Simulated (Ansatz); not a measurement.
**Which method gave which barrier?**

Saddle point of ZnH₄SeO, singlet (ZnH₂O ([OH][ZnH]) + H₂Se → ZnH₂SeO ([OH][Zn][SeH]) + H₂; bonds formed: H2–H4; dative contacts that become bonds: Zn1–Se5; bonds broken: Zn1–H2, H4–Se5), PBE0-D4/def2-TZVP structure:

| atom | x (Å) | y (Å) | z (Å) |
| --- | --- | --- | --- |
| Zn1 | 0.0449 | -0.4784 | 0.2504 |
| H2 | 0.2604 | 0.7007 | 1.4400 |
| O3 | 0.3394 | -2.1524 | -0.2996 |
| H4 | -0.3525 | 1.2559 | 0.6565 |
| Se5 | -1.2099 | 1.4761 | -0.8745 |
| H6 | 0.8531 | -2.6810 | 0.3142 |
| H7 | 0.0647 | 1.8791 | -1.4870 |

Ansatz 0.2.0; basis: def2-TZVPP, with def2-QZVPP for the basis limit; cores frozen in the correlated methods. The 3s and 3p shells of Cu and Zn are frozen; filled d shells are correlated. The def2 sets are not built for correlating such inner shells, so the correlated values are less sure here. B3LYP uses VWN-RPA correlation. Extrapolation: Hartree–Fock as exp(−7.88 √X), correlation as X^−2.97. Four methods, as single points on the PBE0-D4 structures, gave these electronic barriers from the start structure: 92.1, 98.9, 110.9, 133.7 kJ/mol.

Problem. The methods were, in alphabetical order, B3LYP-D4, BHLYP-D4, BLYP-D4, HF. Which gave which? (Judge from chemistry; the calculation decides.)

Solution. The calculation gives: BLYP-D4 92.1; B3LYP-D4 98.9; BHLYP-D4 110.9; HF 133.7 kJ/mol. For comparison, CCSD(T) at an estimated basis limit (MP2 extrapolated from triple and quadruple zeta, plus CCSD(T) − MP2 in triple zeta) gives 98.7 kJ/mol.

The T1 diagnostic stays at or below 0.015.

Exchanges of this kind with a chalcogen hydride build sulfide and selenide films.

Labels in which every atom is bracketed show which atoms are joined, not bond orders.

For scale, one of the runs: CCSD(T)/def2-TZVPP, 199 basis functions, launched by `ansatz run in.yaml --threads 4 --pin off --events-out ev --progress --plain --max-ram 9574MiB`. Hardware: 4 CPU threads of an Arm Neoverse V1, shared host. Wall time 99 s; peak host memory 2.5 GiB.
